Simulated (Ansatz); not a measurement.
Reaction (ligand exchange at a B–N bond): `CBN[SiH3]` + `FCS` → `CBSCF` + `N[SiH3]`

Isolated molecules relaxed with PBE0-D4/def2-TZVP in Ansatz; ΔE leaves out vibrations. CCSD(T)/CBS is the MP2 limit (def2-TZVPP, def2-QZVPP) plus CCSD(T) − MP2 in def2-TZVPP, frozen cores. This one scheme is used for every species. Functionals use def2-TZVPP. Each species was taken in one conformer, which may not be the lowest.

```tsv
level	ΔE (kJ/mol)
ωB97M-V	39.5
B2PLYP	37.5
PBE	31.2
r2SCAN	33.1
MP2/def2-TZVPP	35.9
SCS-MP2/def2-TZVPP	38.8
MP2/def2-QZVPP	35.1
CCSD/CBS(def2)	39.0
```

**Question.** What does CCSD(T)/CBS give? (Best estimate.)

**Answer.** Computed: +37.2 kJ/mol. The listed levels differ from it by 2.3, 0.3, -6.0, -4.1, -1.3, 1.6, -2.1, 1.8 kJ/mol.

Largest T1 diagnostic among the species: 0.013.

In def2-TZVPP, CCSD(T) changes the Hartree–Fock value by −4.3 kJ/mol (the triples alone add −1.8 kJ/mol) and MP2 by −7.3 kJ/mol.
